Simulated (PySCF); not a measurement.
`C1[P+]([BH3-])(N)CC1`, C₃H₁₁BNP

Molfile (atoms numbered from 1):
```
C3H11BNP
     RDKit          3D

 17 17  0  0  0  0  0  0  0  0999 V2000
    1.8209   -0.3064   -0.1639 B   0  0  0  0  0  0  0  0  0  0  0  0
    0.0375    0.2439    0.1220 P   0  0  0  0  0  0  0  0  0  0  0  0
   -0.2224    1.9058    0.4512 N   0  0  0  0  0  0  0  0  0  0  0  0
   -1.3719   -0.1607   -0.9921 C   0  0  0  0  0  0  0  0  0  0  0  0
   -2.2684   -0.3678    0.2495 C   0  0  0  0  0  0  0  0  0  0  0  0
   -1.1370   -0.5722    1.2821 C   0  0  0  0  0  0  0  0  0  0  0  0
    2.3977   -0.0019    0.8743 H   0  0  0  0  0  0  0  0  0  0  0  0
    1.7775   -1.5099   -0.3785 H   0  0  0  0  0  0  0  0  0  0  0  0
    2.1866    0.3608   -1.1256 H   0  0  0  0  0  0  0  0  0  0  0  0
    0.2846    2.1827    1.2923 H   0  0  0  0  0  0  0  0  0  0  0  0
    0.1432    2.4779   -0.3105 H   0  0  0  0  0  0  0  0  0  0  0  0
   -1.1467   -1.0997   -1.5205 H   0  0  0  0  0  0  0  0  0  0  0  0
   -1.6788    0.6000   -1.7227 H   0  0  0  0  0  0  0  0  0  0  0  0
   -2.9905   -1.1950    0.1746 H   0  0  0  0  0  0  0  0  0  0  0  0
   -2.8232    0.5537    0.4734 H   0  0  0  0  0  0  0  0  0  0  0  0
   -1.2658   -0.1250    2.2772 H   0  0  0  0  0  0  0  0  0  0  0  0
   -0.8451   -1.6275    1.3954 H   0  0  0  0  0  0  0  0  0  0  0  0
  1  2  1  0
  2  3  1  0
  2  4  1  0
  4  5  1  0
  5  6  1  0
  6  2  1  0
  1  7  1  0
  1  8  1  0
  1  9  1  0
  3 10  1  0
  3 11  1  0
  4 12  1  0
  4 13  1  0
  5 14  1  0
  5 15  1  0
  6 16  1  0
  6 17  1  0
M  CHG  2   1  -1   2   1
M  END
```

Computed with GIAO KT3/pcSseg-1 magnetisability, rotational g tensor and spin-rotation constants, non-relativistic, gas phase (PySCF 2.14.0). Geometry: PBE0-D3(BJ)/def2-SVP.

(1) Give the nuclear spin-rotation constants along the inertial axes (H = +C I·J) beside the isotropic shieldings.

(2) How do the rotational constants and the g tensor change when H7, H8, H9, H10, H11, H12, H13, H14, H15, H16, H17 are replaced by deuterium?

Results:

(1) Rotational constants 4.1735, 2.4077, 2.1638 GHz. A star marks the isotopologue with that one atom substituted, in its own axes.
| atom | isotope | Caa (kHz) | Cbb (kHz) | Ccc (kHz) | mean (kHz) | σ (ppm) |
| --- | --- | --- | --- | --- | --- | --- |
| B1 | 11B | 0.522 | 0.290 | 0.281 | 0.364 | 141.1 |
| P2 | 31P | 7.106 | 4.539 | 4.083 | 5.243 | 222.5 |
| N3 | 14N | 0.245 | 0.116 | 0.073 | 0.145 | 220.0 |
| H7 | 1H | -0.231 | -0.220 | -0.048 | -0.166 | 30.4 |
| H8 | 1H | -0.349 | 0.045 | -0.216 | -0.173 | 30.3 |
| H9 | 1H | -0.232 | -0.221 | -0.047 | -0.166 | 30.4 |
| H10 | 1H | -0.407 | -0.217 | -0.092 | -0.239 | 30.7 |
| H11 | 1H | -0.392 | -0.219 | -0.098 | -0.236 | 30.7 |
| H12 | 1H | -0.479 | 0.063 | -0.195 | -0.203 | 29.2 |
| H13 | 1H | -0.445 | -0.167 | -0.022 | -0.211 | 29.6 |
| H14 | 1H | -0.044 | -0.119 | -0.233 | -0.132 | 28.9 |
| H15 | 1H | -0.340 | 0.078 | -0.231 | -0.164 | 28.2 |
| H16 | 1H | -0.446 | -0.164 | -0.025 | -0.211 | 29.6 |
| H17 | 1H | -0.479 | 0.061 | -0.192 | -0.203 | 29.2 |
| C4 | 13C* | 0.603 | 0.398 | 0.401 | 0.467 | 153.4 |
| C5 | 13C* | 0.714 | 0.424 | 0.286 | 0.475 | 156.5 |

For the geometry as given, no vibrational averaging.

(2) Constants 3.2287, 1.9230, 1.7470 GHz; g -0.0074, -0.0213, -0.0126, against -0.0099, -0.0266, -0.0157 before.
